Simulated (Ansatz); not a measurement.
CdCl₂, charge +1, doublet, at a GFN2-xTB geometry (such geometries of metal compounds can be far from the true shape) (a state made from the parent by changing its charge; the spin is typed, not shown lowest) (core potentials on Cd); SVWN5/def2-SV(P) (Ansatz, a first-principles code).

The Ansatz input:
Ansatz 0.2 input:
```yaml
crystal:
  periodic: [false, false, false]
  atoms:
    - {symbol: Cd, position_ang: [-0.45611652, 0.20968775, -0.35721888]}
    - {symbol: Cl, position_ang: [1.81680333, 0.05012491, -0.79008748]}
    - {symbol: Cl, position_ang: [-0.52894491, -0.64218445, 1.79870550]}
basis:
  gaussian:
    orbitals: def2-SV_P_.json
hamiltonian:
  xc: {name: SVWN5}
total_charge: 1
magnetization: {spin_polarized: true, initial_magnetization: 1}
accuracy: high
```
The basis file holds def2-SV(P) in the JSON format of the Basis Set Exchange.

Output, abridged:

```
Functional definition: SVWN5
1206 factors; integrals over basis functions are off by at most 4.9e-9 eV
mean field evaluation 1: about -29491.4926 eV, gradient 4.7e1 eV
mean field evaluation 2: about -29397.3462 eV, gradient 1.2e2 eV
mean field evaluation 4: about -29503.5024 eV, gradient 9.8e0 eV
mean field evaluation 8: about -29504.2135 eV, gradient 6.6e-2 eV
mean field evaluation 16: about -29504.2105 eV, gradient 7.1e-4 eV
mean field evaluation 32: about -29503.9152 eV, gradient 3.3e0 eV
mean field evaluation 64: about -29504.0956 eV, gradient 8.2e-1 eV
mean field -29504.21052380 eV, -1084.2597380775 hartree, gradient 3.4e-8 eV, S^2 0.751458; 12 other end points of the search recorded, 0 dependent functions left out
reference -29504.21052711 eV, -1084.2597381990 hartree; 27, 26 occupied and 33, 34 virtual orbitals, 1206 factors
Total energy: -29504.21052711 eV, -1084.2597381990 hartree
```
